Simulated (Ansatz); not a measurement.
```yaml
crystal:
  periodic: [false, false, false]
  atoms:
    - {symbol: N, position_ang: [-0.559012, 1.097120, 0.019275]}
    - {symbol: B, position_ang: [0.226686, -0.057758, -0.008528]}
    - {symbol: S, position_ang: [2.041604, 0.126226, -0.025594]}
    - {symbol: S, position_ang: [-0.463160, -1.742288, -0.027394]}
    - {symbol: H, position_ang: [-1.562639, 1.082737, 0.033901]}
    - {symbol: H, position_ang: [-0.165286, 2.021909, 0.027377]}
    - {symbol: H, position_ang: [2.337293, -1.181101, -0.059899]}
    - {symbol: H, position_ang: [-1.763186, -1.403944, -0.014939]}
basis:
  gaussian: {orbitals: STO-3G}
hamiltonian: {xc: {name: B97M-V}, pseudopotentials: {relativity: none}}
output: {forces: true}
```

```sh
$ ansatz run in.yaml --threads 2 --pin off --events-out ev --progress --plain --max-ram 22528MiB --backend cpu
```

Output, abridged:

```
Functional definition: B97M-V
385 factors; integrals over basis functions are off by at most 9.3e-5 eV
mean field evaluation 1: about -23634.3497 eV, gradient 1.3e1 eV
mean field evaluation 2: about -23633.9400 eV, gradient 1.8e1 eV
mean field evaluation 4: about -23634.8597 eV, gradient 4.8e-1 eV
mean field evaluation 8: about -23634.8087 eV, gradient 9.8e-3 eV
mean field -23634.80870721 eV, -868.5631997412 hartree, gradient 1.1e-5 eV, S^2 0.000000; 0 other end points of the search recorded, 0 dependent functions left out
reference -23634.80873766 eV, -868.5632008603 hartree; 24, 24 occupied and 8, 8 virtual orbitals, 385 factors
Total energy: -23634.80873766 eV, -868.5632008603 hartree
Atom 0 at    -0.559012     1.097120     0.019275 Å, force     0.811547    -1.263626    -0.031393 eV/Å
Atom 1 at     0.226686    -0.057758    -0.008528 Å, force     0.854516    -1.173517    -0.028645 eV/Å
Atom 2 at     2.041604     0.126226    -0.025594 Å, force    -0.845228     0.698249     0.021729 eV/Å
Atom 3 at    -0.463160    -1.742288    -0.027394 Å, force     0.743501     0.536681     0.000050 eV/Å
Atom 4 at    -1.562639     1.082737     0.033901 Å, force    -1.452748     0.135646     0.021430 eV/Å
Atom 5 at    -0.165286     2.021909     0.027377 Å, force     0.406659     1.328587     0.016082 eV/Å
Atom 6 at     2.337293    -1.181101    -0.059899 Å, force    -0.039509    -0.546465    -0.009001 eV/Å
Atom 7 at    -1.763186    -1.403944    -0.014939 Å, force    -0.478739     0.284444     0.009748 eV/Å
Dipole moment:    -0.348330     0.228624     0.006112 e Å
```

Hardware: 2 threads of an AMD EPYC 7R13 on a shared host. Wall time 1.8 s, peak host memory 0.39 GiB.
